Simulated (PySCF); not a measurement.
**J couplings in (H2Ga-mu-OH)2**

Cartesian coordinates in Å; atom numbers follow the order of the lines, from 1:
```xyz
10

Ga   -0.6708   -1.1623    0.6514
H     0.2676   -2.1816    1.3804
H    -2.2303   -1.1966    0.5163
O    -0.1523    0.6860    1.0608
Ga    0.6979    1.1458   -0.6478
H    -0.2355    2.1668   -1.3811
H     2.2570    1.1779   -0.5079
O     0.1732   -0.6998   -1.0599
H    -0.8444    1.2783    1.3732
H     0.8623   -1.2913   -1.3809
```

Method: PBE/pcJ-1 (pcSseg-1 on Ga) (without the spin–dipole term)//PBE0-D3(BJ)/def2-SVP, PySCF 2.14; isolated molecule, single conformer, non-relativistic. Couplings are averaged over pairs made equivalent by symmetry, fast rotation or ring inversion, so a value needn't be that of the named pair in this geometry, while other rotamers aren't included; one pair stands for each set, and the list holds those of at least 0.8 Hz over up to four bonds, among pairs with at least one H atom (others weren't computed).

Isotopes: $^{17}$O, $^{1}$H. Couplings to quadrupolar nuclei such as 17O and 33S are rarely resolved in practice.

```
   pair  bonds  J (Hz)
 O4, H9      1       ?
 H2, H3      2    52.7
 H2, O4      2       ?
O4, H10      3    -1.7
H9, H10      4    -0.9
```

Problem. Estimate the withheld couplings, with signs.

Solution. 
- $^{1}J$(O4,H9) = -75.7 Hz (bond length 0.963 Å)
- $^{2}J$(H2,O4) = -7.5 Hz (mean over equivalent pairs that range from -9.3 to -5.7 Hz in this conformer)

Relativistic effects of the heavier atoms present are left out.
